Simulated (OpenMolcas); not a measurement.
**Potential curves of InF: spin–orbit levels**

Calculated with OpenMolcas 26.06: state-averaged CASSCF(8,7) over In 5s 5p, F 2p, XMS-CASPT2 (IPEA 0.25, imaginary shift 0.2 hartree), scalar X2C, ANO-RCC-VTZP, then RASSI spin–orbit state interaction with atomic mean-field integrals. C2 symmetry about the axis (a holds Σ, Δ, Γ; b holds Π, Φ, H; Σ⁺ and Σ⁻ are not told apart); roots by multiplicity and irrep: 1a 5, 3b 6, 1b 4.

XMS-CASPT2 energies with spin–orbit state interaction in eV from the lowest point. Curves are followed by energy order within each symmetry, so they are adiabatic and may change character at avoided crossings; for Ω = 0 the + and − levels are counted together.

```
R (Å)  (1)Ω=0  (2)Ω=0  (3)Ω=0  (1)Ω=1  (1)Ω=2  (4)Ω=0  (5)Ω=0
1.747   0.718   4.267   4.269   4.348   4.436   9.584  10.012
1.940   0.000   3.629   3.631   3.715   3.808   7.581   7.933
2.031   0.007   3.732   3.734   3.819   3.913   7.034   7.345
2.133   0.149   3.960   3.961   4.047   4.142   6.600   6.869
2.234   0.369   4.235   4.237   4.322   4.418   6.295   6.524
2.376   0.745   4.627   4.629   4.712   4.811   6.010   6.188
2.559   1.283   5.014   5.015   5.092   5.198   5.788   5.915
2.843   2.115   5.275   5.277   5.333   5.459   5.620   5.693
3.250   3.214   5.358   5.362   5.392   5.509   5.530   5.567
3.859   4.570   5.383   5.398   5.400   5.442   5.470   5.491
4.671   5.233   5.409   5.447   5.416   5.425   5.454   5.519
```

The 7 lowest clean curves are shown; the next is (2)Ω=2, from 5.54 eV. Left out for impure symmetry, kinks or missing points, though low: (2)Ω=1. Only roots inside an energy window near the equilibrium distance were included, so the list of states is not complete; labels number the states computed. Each spin and symmetry block has orbitals of its own, averaged over its own roots, so gaps between blocks are less sure than gaps within one and near the minimum can be off by tenths of an eV, in bad cases by more. No Rydberg orbitals are active, so Rydberg states, and σ→σ* states whose orbital the CASSCF left unused, can be missing between those listed. CASPT2 splits the two components of degenerate states numerically, here by up to 64 cm⁻¹. At stretched bonds a block can hold a wrong CASSCF solution and miss its lowest state; points past a visible jump are left out. No roots were computed in block 3a (none fell in the window or the block failed), so states of that kind are missing and can lie low or lowest. Points that failed a check (symmetry, reference weights, a jump) are left out.
